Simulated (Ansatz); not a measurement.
Relaxation of BClFHS (5 atoms, charge 0, multiplicity 1), to a largest force component of 0.015 eV/Å in at most 40 steps.

These are results of RKS PBE-D4/6-31G* (Ansatz), not measurements.

```xyz
5
Properties=species:S:1:pos:R:3:forces:R:3
F -0.891 -1.085 1.112 0.67 2.74 -3.10
B -0.517 -0.097 0.096 -0.63 -2.25 1.52
S 0.940 1.016 0.405 0.84 -1.00 -0.34
Cl -1.343 0.031 -1.509 0.15 -0.44 1.34
H 1.862 0.062 -0.145 -1.02 0.95 0.59
```

Question: Where does it end, and by what steps?

Answer: The run converged. After 15 steps the energy has fallen by 0.980 eV; H5 moved furthest, 0.80 Å.

| step | energy less start (eV) | largest force component (eV/Å) | accepted |
| --- | --- | --- | --- |
| 0 | 0.0000 | 3.100 | yes |
| 1 | -0.1587 | 2.555 | yes |
| 2 | -0.2661 | 2.330 | yes |
| 3 | -0.4329 | 1.198 | yes |
| 4 | -0.4597 | 0.648 | yes |
| 5 | -0.4822 | 0.166 | yes |
| 6 | -0.4907 | 0.041 | yes |
| 7 | -0.4911 | 0.033 | yes |
| 8 | -0.5167 | 0.578 | yes |
| 9 | -0.6043 | 0.867 | yes |
| 10 | -0.7682 | 1.219 | yes |
| 11 | -0.9532 | 0.205 | yes |
| 12 | -0.9746 | 0.264 | yes |
| 13 | -0.9798 | 0.094 | yes |
| 14 | -0.9790 | 0.186 | no |
| 15 | -0.9801 | 0.004 | yes |

```xyz
5
Properties=species:S:1:pos:R:3
F -1.267 -0.686 1.130
B -0.455 -0.228 0.181
S 1.182 0.362 0.692
Cl -1.022 -0.227 -1.495
H 1.612 0.705 -0.549
```

The run took 29 s on 1 CPU thread of a shared host.
